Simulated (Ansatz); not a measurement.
Abridged output of a molecular run in Ansatz:

```
Functional definition: HF
1622 factors; integrals over basis functions are off by at most 1.6e-3 eV
mean field evaluation 1: about -19660.8482 eV, gradient 4.5e1 eV
mean field evaluation 2: about -19661.1628 eV, gradient 4.6e1 eV
mean field evaluation 4: about -19665.5065 eV, gradient 4.2e0 eV
mean field evaluation 8: about -19665.5749 eV, gradient 2.8e-1 eV
mean field -19665.57514166 eV, -722.6965566505 hartree, gradient 3.1e-6 eV, S^2 0.000000; 0 other end points of the search recorded, 0 dependent functions left out
13 core orbitals not correlated: weight in the atoms' cores, before any rotation towards them, 1.000 or more for the frozen orbitals, at most 0.000 for the correlated occupied ones
reference -19665.57514166 eV, -722.6965566505 hartree; 15, 15 occupied and 247, 247 virtual orbitals, 1622 factors
second order -23.26170585 eV of doubles, -0.00000000 eV of singles
cycle   1  -23.69536361 eV  change   -4.3e-1 eV  update   1.1e-1
cycle   2  -24.32469575 eV  change   -6.3e-1 eV  update   3.2e-2
cycle   3  -24.46153381 eV  change   -1.4e-1 eV  update   1.6e-2
cycle   4  -24.44600149 eV  change    1.6e-2 eV  update   3.5e-3
cycle   5  -24.44627073 eV  change   -2.7e-4 eV  update   1.7e-3
cycle   6  -24.44694313 eV  change   -6.7e-4 eV  update   4.5e-4
cycle   7  -24.44663869 eV  change    3.0e-4 eV  update   1.9e-4
cycle   8  -24.44658903 eV  change    5.0e-5 eV  update   5.7e-5
cycle   9  -24.44661108 eV  change   -2.2e-5 eV  update   2.2e-5
perturbative correction -0.86706710 eV, -0.0318641281 hartree
Total energy: -19690.88881984 eV, -723.6268171653 hartree
```

Its atoms:

Cartesian coordinates in Å:
```
O 1.161 2.177 -0.230
Si 0.265 1.296 0.811
O -0.390 -0.040 0.079
C 0.446 -1.175 -0.477
Al -1.476 -1.475 -0.620
H 2.081 1.947 -0.362
H -0.883 2.120 1.229
H 1.109 0.802 1.927
H 1.059 -1.580 0.327
H 1.051 -0.787 -1.295
H -2.220 -1.038 -1.949
H -2.203 -2.247 0.559
```

Which basis set was used?
A. def2-QZVPP
B. def2-TZVPP
C. def2-TZVPPD
D. def2-SVP

B. It gives 275 functions.

Write the keys of the input that set method, charge and spin (a neutral closed shell needs none for the last two).


```yaml
correlation: {method: ccsd_t}
```
